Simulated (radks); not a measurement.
Results of a calculation; reference values are marked as such.
Problem. The oxygen anion O2-, [Ne], held by a Watson sphere: a shell of charge +2 at radius R that stands for the Madelung well of a crystal (potential energy -2/R inside, -2/r outside, in hartree with lengths in bohr). Code: a radial shooting solver on a logarithmic mesh with Libxc functionals. Model: scalar-relativistic Kohn-Sham, LB94 model potential, spin-polarised, spherical densities, point nucleus. Response by self-consistent Sternheimer equations with the Hartree and adiabatic LDA kernel, the relativistic mass of each level held fixed and spin-orbit coupling left out. The sphere does not respond.

R (bohr)  e(1s) (eV)  e(2s) (eV)  e(2p) (eV)  <r> 2p (bohr)  sum of <r^2> (bohr^2)  X-ray form factor at sin(theta)/lambda = 0.3 1/angstrom  alpha (bohr^3)
1.95         -532.78     -27.082     -13.160          1.446                  20.52                                                    4.230           12.04
3.02         -530.38     -22.497      -8.964          1.624                  26.31                                                    4.132           28.95
3.22         -529.93     -21.899      -8.376          1.650                  27.30                                                    4.131           33.53
3.61         -529.13     -20.891      -7.367          1.696                  29.18                                                    4.131           44.10
3.64         -529.07     -20.821      -7.296          1.699                  29.32                                                    4.131           45.01
3.73         -528.89     -20.616      -7.088          1.709                  29.75                                                    4.132           47.85
3.82         -528.73     -20.420      -6.889          1.719                  30.18                                                    4.132           50.83
3.9          -528.58     -20.252      -6.718          1.727                  30.55                                                    4.132           53.61

Estimate the row for R = 1.98 bohr.

Solution. e(1s) (eV) -532.73; e(2s) (eV) -26.911; e(2p) (eV) -13.015; <r> 2p (bohr) 1.452; sum of <r^2> (bohr^2) 20.70; X-ray form factor at sin(theta)/lambda = 0.3 1/angstrom 4.223; alpha (bohr^3) 12.37.
